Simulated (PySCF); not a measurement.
# 2p core levels of `[SiH3]CC1=CC1`

Species: C4H8Si.
Numbering: `[SiH3:1][CH2:2][C:3]1=[CH:4][CH2:5]1`

The calculation used delta-SCF UKS SCAN, pcX-2 on the ionised atom, pcseg-1 elsewhere, spin-free X2C (PySCF). Binding energies are ΔSCF values: E(core-ionised, relaxed orbitals) − E(ground state) at a fixed geometry, referred to the vacuum level. Spin–orbit and ligand-field terms were added within each 2p shell after the spin-free SCF. The splitting includes the ligand field, and 2p3/2 is the mean of two sublevels.

| atom | mean of the 2p shell (eV) | splitting (eV) |
| --- | --- | --- |
| Si1 | 106.965 | 0.623 |

Question: Where do the two lines of each doublet lie?

Answer: 2p3/2 = mean − splitting/3 and 2p1/2 = mean + 2 × splitting/3:

| atom | environment | 2p3/2 (eV) | 2p1/2 (eV) |
| --- | --- | --- | --- |
| Si1 | SiH3 silicon | 106.76 | 107.38 |

Question: What are the 1s binding energies of the same atoms?

Answer: Si1 1846.50 eV.

Question: Which Kα1 and Kα2 emission energies and wavelengths follow?

Answer: The photon carries the difference of the 1s-hole and 2p-hole states, both at the ground state's geometry; λ = 12398.42 eV Å/E.

```tsv
atom	Kα1 (eV)	Kα2 (eV)	λ(Kα1) (Å)	λ(Kα2) (Å)
Si1	1739.74	1739.12	7.1266	7.1291
```

Question: And the 1s levels of the other atoms?

Answer: C4 (alkene CH carbon) 290.08 eV; C5 (allylic carbon) 290.61 eV; C3 (fully substituted alkene carbon) 290.70 eV; C2 (sp3 carbon bound to silicon) 290.75 eV.

The unrestricted hole states depart most from a pure doublet (⟨S²⟩ = 0.75; over 0.85 named) for C 1s of C3 (0.86), which makes this value less certain. One conformer (not necessarily the lowest) at the PBE0-D3(BJ)/def2-SVP geometry, without solvent, vibrations or thermal averaging.

On one thread of an Arm Neoverse V2, shared host with 96 logical CPUs at a one-minute load of 64, this took 78 s and 0.53 GiB of memory at its peak.

The values belong to the conformer `[SiH3:1][CH2:2][C:3]1=[CH:4][CH2:5]1`: Si1–C2–C3–C4 -101°.
